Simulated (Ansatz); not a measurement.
Ansatz (an electronic-structure program) input (B3LYP-D3(BJ)/def2-TZVP):

Ansatz 0.2 input:
```yaml
crystal:
  periodic: [false, false, false]
  atoms:
    - {symbol: Ba, position_ang: [-0.00000000, -0.00000000, -0.62886067]}
    - {symbol: Cl, position_ang: [0.00000000, 0.00000000, 2.07154102]}
basis:
  gaussian:
    orbitals: def2-TZVP
hamiltonian:
  xc: b3lyp
  dispersion: d3bj
magnetization: {spin_polarized: true, initial_magnetization: 1}
phonons: {temperatures: {t_min: 298.15, t_max: 298.15, t_step: 100}}
```

Output:

```
Functional definition: B3LYP
integrals: 0.02 GiB planned
550 factors; their error is unknown
mean field: 0.25 GiB planned
mean field evaluation 1: about -13217.5790 eV, gradient 1.6e1 eV
mean field evaluation 2: about -13214.6329 eV, gradient 2.9e1 eV
mean field evaluation 4: about -13219.2432 eV, gradient 1.2e0 eV
mean field evaluation 8: about -13219.2832 eV, gradient 1.2e-2 eV
mean field evaluation 16: about -13218.6935 eV, gradient 2.7e0 eV
mean field -13219.28320589 eV, -485.7996974644 hartree, gradient 3.3e-5 eV, S^2 0.750107; 3 other end points of the search recorded, 0 dependent functions left out
the calculation of the forces begins
reference -13219.28340796 eV, -485.7997048905 hartree; 14, 13 occupied and 63, 64 virtual orbitals, 550 factors
these checks for a lower state are left out or cut short: stability, starts, cluster_reference, orbital_swaps, neighbouring_geometries, increment
integrals: 0.02 GiB planned
550 factors; their error is unknown
mean field: 0.25 GiB planned
mean field -13219.28320589 eV, -485.7996974646 hartree, gradient 2.6e-7 eV, S^2 0.750107; 0 other end points of the search recorded, 0 dependent functions left out
the calculation of the forces begins
reference -13219.28340797 eV, -485.7997048907 hartree; 14, 13 occupied and 63, 64 virtual orbitals, 550 factors
these checks for a lower state are left out or cut short: stability, starts, cluster_reference, orbital_swaps, neighbouring_geometries, increment
integrals: 0.02 GiB planned
550 factors; their error is unknown
mean field: 0.25 GiB planned
mean field evaluation 32: about -13219.2832 eV, gradient 9.1e-2 eV
mean field -13219.28320589 eV, -485.7996974646 hartree, gradient 2.6e-7 eV, S^2 0.750107; 0 other end points of the search recorded, 0 dependent functions left out
the calculation of the forces begins
reference -13219.28340797 eV, -485.7997048907 hartree; 14, 13 occupied and 63, 64 virtual orbitals, 550 factors
these checks for a lower state are left out or cut short: stability, starts, cluster_reference, orbital_swaps, neighbouring_geometries, increment
integrals: 0.02 GiB planned
550 factors; their error is unknown
mean field: 0.25 GiB planned
mean field -13219.28320589 eV, -485.7996974646 hartree, gradient 2.5e-7 eV, S^2 0.750107; 0 other end points of the search recorded, 0 dependent functions left out
the calculation of the forces begins
reference -13219.28340797 eV, -485.7997048907 hartree; 14, 13 occupied and 63, 64 virtual orbitals, 550 factors
these checks for a lower state are left out or cut short: stability, starts, cluster_reference, orbital_swaps, neighbouring_geometries, increment
integrals: 0.02 GiB planned
550 factors; their error is unknown
mean field: 0.25 GiB planned
mean field -13219.28320589 eV, -485.7996974646 hartree, gradient 2.6e-7 eV, S^2 0.750107; 0 other end points of the search recorded, 0 dependent functions left out
the calculation of the forces begins
reference -13219.28340797 eV, -485.7997048907 hartree; 14, 13 occupied and 63, 64 virtual orbitals, 550 factors
these checks for a lower state are left out or cut short: stability, starts, cluster_reference, orbital_swaps, neighbouring_geometries, increment
integrals: 0.02 GiB planned
550 factors; their error is unknown
mean field: 0.25 GiB planned
mean field -13219.28316935 eV, -485.7996961218 hartree, gradient 1.7e-6 eV, S^2 0.750107; 0 other end points of the search recorded, 0 dependent functions left out
the calculation of the forces begins
reference -13219.28337137 eV, -485.7997035457 hartree; 14, 13 occupied and 63, 64 virtual orbitals, 550 factors
these checks for a lower state are left out or cut short: stability, starts, cluster_reference, orbital_swaps, neighbouring_geometries, increment
integrals: 0.02 GiB planned
550 factors; their error is unknown
mean field: 0.25 GiB planned
mean field evaluation 64: about -13219.2832 eV, gradient 1.5e-4 eV
mean field -13219.28319413 eV, -485.7996970324 hartree, gradient 1.7e-6 eV, S^2 0.750107; 0 other end points of the search recorded, 0 dependent functions left out
the calculation of the forces begins
reference -13219.28339627 eV, -485.7997044607 hartree; 14, 13 occupied and 63, 64 virtual orbitals, 550 factors
these checks for a lower state are left out or cut short: stability, starts, cluster_reference, orbital_swaps, neighbouring_geometries, increment
integrals: 0.02 GiB planned
550 factors; their error is unknown
mean field: 0.25 GiB planned
mean field -13219.28320589 eV, -485.7996974646 hartree, gradient 2.6e-7 eV, S^2 0.750107; 0 other end points of the search recorded, 0 dependent functions left out
the calculation of the forces begins
reference -13219.28340797 eV, -485.7997048907 hartree; 14, 13 occupied and 63, 64 virtual orbitals, 550 factors
these checks for a lower state are left out or cut short: stability, starts, cluster_reference, orbital_swaps, neighbouring_geometries, increment
integrals: 0.02 GiB planned
550 factors; their error is unknown
mean field: 0.25 GiB planned
mean field -13219.28320589 eV, -485.7996974646 hartree, gradient 2.6e-7 eV, S^2 0.750107; 0 other end points of the search recorded, 0 dependent functions left out
the calculation of the forces begins
reference -13219.28340797 eV, -485.7997048907 hartree; 14, 13 occupied and 63, 64 virtual orbitals, 550 factors
these checks for a lower state are left out or cut short: stability, starts, cluster_reference, orbital_swaps, neighbouring_geometries, increment
integrals: 0.02 GiB planned
550 factors; their error is unknown
mean field: 0.25 GiB planned
mean field -13219.28320589 eV, -485.7996974646 hartree, gradient 2.6e-7 eV, S^2 0.750107; 0 other end points of the search recorded, 0 dependent functions left out
the calculation of the forces begins
reference -13219.28340797 eV, -485.7997048907 hartree; 14, 13 occupied and 63, 64 virtual orbitals, 550 factors
these checks for a lower state are left out or cut short: stability, starts, cluster_reference, orbital_swaps, neighbouring_geometries, increment
integrals: 0.02 GiB planned
550 factors; their error is unknown
mean field: 0.25 GiB planned
mean field -13219.28320589 eV, -485.7996974646 hartree, gradient 2.5e-7 eV, S^2 0.750107; 0 other end points of the search recorded, 0 dependent functions left out
the calculation of the forces begins
reference -13219.28340797 eV, -485.7997048907 hartree; 14, 13 occupied and 63, 64 virtual orbitals, 550 factors
these checks for a lower state are left out or cut short: stability, starts, cluster_reference, orbital_swaps, neighbouring_geometries, increment
integrals: 0.02 GiB planned
550 factors; their error is unknown
mean field: 0.25 GiB planned
mean field evaluation 96: about -13219.2511 eV, gradient 5.2e-1 eV
mean field -13219.28319413 eV, -485.7996970324 hartree, gradient 1.7e-6 eV, S^2 0.750107; 0 other end points of the search recorded, 0 dependent functions left out
the calculation of the forces begins
reference -13219.28339627 eV, -485.7997044607 hartree; 14, 13 occupied and 63, 64 virtual orbitals, 550 factors
these checks for a lower state are left out or cut short: stability, starts, cluster_reference, orbital_swaps, neighbouring_geometries, increment
integrals: 0.02 GiB planned
550 factors; their error is unknown
mean field: 0.25 GiB planned
mean field -13219.28316935 eV, -485.7996961218 hartree, gradient 1.7e-6 eV, S^2 0.750107; 0 other end points of the search recorded, 0 dependent functions left out
the calculation of the forces begins
reference -13219.28337137 eV, -485.7997035457 hartree; 14, 13 occupied and 63, 64 virtual orbitals, 550 factors
Total energy: -13219.39411345 eV, -485.8037732422 hartree
Atom 0 at    -0.000000    -0.000000    -0.628861 Å, force    -0.000000    -0.000000     0.000466 eV/Å
Atom 1 at     0.000000     0.000000     2.071541 Å, force     0.000000     0.000000    -0.000466 eV/Å
Dipole moment:    -0.000000    -0.000000    -1.078388 e Å
Vibrations: 273.27 cm⁻¹, zero-point energy 0.016940 eV
```
